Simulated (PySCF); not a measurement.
From one molecule to another.

First species: C6H8O3.
Atom-mapped SMILES: `[O:1]=[CH:2][O:3][C@@H:4]1[CH2:5][CH2:6][CH2:7][C:8]1=[O:9]` (hydrogens: H10 on C2; H11 on C4; H12, H13 on C5; H14, H15 on C6; H16, H17 on C7)

Second species: NbSe(OSiH3)3 (singlet state).
Z-matrix (Å and degrees, PBE0-D3(BJ)/def2-SVP geometry), rows numbered from 1:
```
Nb
Se  1  2.2895
O   1  1.8748  2  107.93
Si  3  1.6782  1  153.08  2     0.57
H   4  1.4907  3  109.18  1    -9.66
H   4  1.4907  3  108.39  1  -130.04
H   4  1.4908  3  108.64  1   110.75
O   1  1.8750  2  108.46  3  -120.30
Si  8  1.6777  1  154.25  2    -0.30
H   9  1.4905  8  109.19  1    -8.26
H   9  1.4907  8  108.42  1  -128.56
H   9  1.4907  8  108.62  1   112.19
O   1  1.8741  2  108.59  3   119.66
Si 13  1.6775  1  155.38  2    -5.38
H  14  1.4905 13  109.25  1    18.33
H  14  1.4908 13  108.66  1  -102.09
H  14  1.4905 13  108.37  1   138.65
```

Levels: PBE0/def2-SVPD for HOMO energy, LUMO energy, HOMO–LUMO gap and static isotropic polarisability; TDDFT PBE0/def2-SVPD for lowest singlet excitation. Geometries: PBE0-D3(BJ)/def2-SVP. All species are isolated and taken at one optimised geometry (atoms past krypton carry core potentials, spin–orbit coupling is left out). Electronic properties by PySCF.

```tsv
property	column X	column Y
HOMO energy	-7.40 eV	-7.06 eV
LUMO energy	-1.06 eV	-1.79 eV
HOMO–LUMO gap	6.34 eV	5.27 eV
lowest singlet excitation	4.19 eV	3.57 eV
static isotropic polarisability	77.6 au	165.1 au
```

**Question.** Which column belongs to which species?

**Answer.** Column X is the first species and column Y the second. The first has 17 atoms and 68 electrons, the second 17 and 150.

**Question.** How does each property change from the first species to the second?

**Answer.** HOMO energy +0.34 eV; LUMO energy -0.73 eV; HOMO–LUMO gap -1.07 eV; lowest singlet excitation -0.62 eV; static isotropic polarisability +87.5 au.

On the first: No computed singlet falls in the visible range (750 to 380 nm, 1.65 to 3.26 eV); S1 lies 0.93 eV above its blue end. The polarisability is 11.51 Å³ as a volume (1 au = 0.148185 Å³), or 1.14 au for each of the 68 electrons.

On the second: The principal polarisabilities are 162.4, 165.8 and 166.9 au; their mean is the isotropic value. The polarisability is 24.46 Å³ as a volume (1 au = 0.148185 Å³). Atoms past krypton carry effective core potentials; spin–orbit coupling is left out.

One conformer stands for the species.
